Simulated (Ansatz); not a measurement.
Computed with Ansatz (an electronic-structure program) with frozen-core CCSD(T)/cc-pVTZ // B3LYP-D3(BJ)/def2-TZVP. The restricted HF reference is unstable towards unrestricted orbitals.

Ansatz 0.2 input:
```yaml
crystal:
  periodic: [false, false, false]
  atoms:
    - { symbol: C, position_ang: [3.168293, -0.085032, -0.179418] }
    - { symbol: C, position_ang: [1.964429, -0.103553, -0.111226] }
    - { symbol: C, position_ang: [0.603759, -0.12449, -0.034163] }
    - { symbol: C, position_ang: [-0.601563, -0.143032, 0.034087] }
    - { symbol: C, position_ang: [-2.048801, -0.16529, 0.116017] }
    - { symbol: H, position_ang: [4.22828, -0.068722, -0.23946] }
    - { symbol: H, position_ang: [-2.405095, -1.139501, 0.458672] }
    - { symbol: H, position_ang: [-2.411534, 0.591632, 0.815256] }
    - { symbol: H, position_ang: [-2.497772, 0.034032, -0.85976] }
basis:
  gaussian: { orbitals: cc-pVTZ }
correlation:
  method: ccsd_t
```

Output:

```
Functional definition: HF
1182 factors; integrals over basis functions are off by at most 1.2e-3 eV
mean field evaluation 1: about -5210.9753 eV, gradient 3.0e1 eV
mean field evaluation 2: about -5211.4189 eV, gradient 2.9e1 eV
mean field evaluation 4: about -5213.9647 eV, gradient 3.5e0 eV
mean field evaluation 8: about -5214.0024 eV, gradient 2.3e-1 eV
mean field evaluation 16: about -5213.3598 eV, gradient 8.5e0 eV
mean field -5214.00259727 eV, -191.6110612718 hartree, gradient 2.8e-6 eV, S^2 0.000000; 0 other end points of the search recorded, 0 dependent functions left out; unrestricted orbitals would lower it
5 core orbitals not correlated
reference -5214.00259727 eV, -191.6110612718 hartree; 12, 12 occupied and 189, 189 virtual orbitals, 1182 factors
second order -21.04442392 eV of doubles, -0.00000000 eV of singles
cycle   1  -20.73981861 eV  change    3.0e-1 eV  update   1.2e-1
cycle   2  -21.37713601 eV  change   -6.4e-1 eV  update   3.9e-2
cycle   3  -21.52175410 eV  change   -1.4e-1 eV  update   1.7e-2
cycle   4  -21.52758350 eV  change   -5.8e-3 eV  update   6.0e-3
cycle   5  -21.53141369 eV  change   -3.8e-3 eV  update   2.5e-3
cycle   6  -21.53256477 eV  change   -1.2e-3 eV  update   6.2e-4
cycle   7  -21.53250166 eV  change    6.3e-5 eV  update   2.2e-4
cycle   8  -21.53251229 eV  change   -1.1e-5 eV  update   7.6e-5
cycle   9  -21.53249840 eV  change    1.4e-5 eV  update   3.1e-5
cycle  10  -21.53247512 eV  change    2.3e-5 eV  update   1.2e-5
perturbative correction -1.16686514 eV, -0.0428815031 hartree
Total energy: -5236.70193754 eV, -192.4452466404 hartree
```

Cost: about 60 core-seconds (a rough figure).
